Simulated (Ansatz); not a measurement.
The same path of CH₄B₂Cl (8 atoms, charge -1, multiplicity 1) was run twice with different band settings. The coordinate that changes most is the dihedral H6–B1–B2–Cl4.

All numbers below come from Ansatz 0.2.0, RKS r2SCAN-D4/def2-SVPD.

Relaxed end points:

```xyz
8
Properties=species:S:1:pos:R:3
B -0.323 1.368 -0.216
B -0.139 -0.279 -0.371
C 0.492 -1.121 0.641
Cl -0.783 -1.137 -1.964
H -0.837 2.122 -1.030
H 0.080 1.928 0.797
H 0.874 -0.672 1.568
H 0.636 -2.209 0.576
```

```xyz
8
Properties=species:S:1:pos:R:3
B -0.324 1.368 -0.215
B -0.139 -0.278 -0.372
C 0.492 -1.121 0.641
Cl -0.780 -1.137 -1.966
H 0.080 1.928 0.797
H -0.840 2.121 -1.029
H 0.882 -0.671 1.564
H 0.629 -2.210 0.580
```

Common settings: spring 5.0 eV/Å²; optimiser quadratic models (default); start path through a guess of the saddle point; force threshold 0.03 eV/Å; iteration limit 60; end points relaxed.

| run | movable images | climbing image |
| --- | --- | --- |
| 1 | 7 | yes |
| 2 | 6 | no |

(1) What does each run give, and how far can it be trusted?

## Answers

(1) Run 1: converged after 17 iterations, highest image 0.257 eV above the first end. The profile has 2 maxima (images 3, 5) with wells between them (image 4): this band takes more than one step, which may be the mechanism or a detour left from its start path. A vibrational analysis at the climbing image gives one clearly imaginary mode, 227i cm⁻¹: a first-order saddle point.
Run 2: converged after 16 iterations, highest image 0.228 eV above the first end. No image climbed, so the highest image needn't sit at the top of the path.
